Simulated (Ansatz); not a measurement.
Correlation energies of C2H4BClS, SMILES `C=CB(S)Cl` by basis set

```xyz
9

C    -0.232    0.845   -1.478
C    -0.279    0.710   -0.152
B     0.184   -0.556    0.594
S     0.045   -0.580    2.381
Cl    0.832   -1.947   -0.273
H     0.146    0.048   -2.110
H    -0.565    1.749   -1.979
H    -0.668    1.542    0.433
H     0.538   -1.812    2.585
```

The species carries charge 0 and has multiplicity 1. The geometry is a stationary point of PBE0-D4/def2-TZVP. It is one conformer, not always the lowest. Frozen core, restricted reference, the Gaussian-basis code of Ansatz. CBS rows extrapolate triple and quadruple zeta; past MP2 they add the triple-zeta difference.

| basis | HF (Eh) | MP2 corr. |
| --- | --- | --- |
| def2-TZVPP | -959.90358 | -0.78304 |
| def2-QZVPP | -959.93150 | -0.84486 |

**Question.** Estimate the CCSD correlation energy and the (T) correction in each basis where they were run (hartree).

**Answer.** 
```tsv
basis	CCSD corr.	(T)
def2-TZVPP	-0.83526	-0.04011
CBS(def2)	-0.94287	as TZ
```
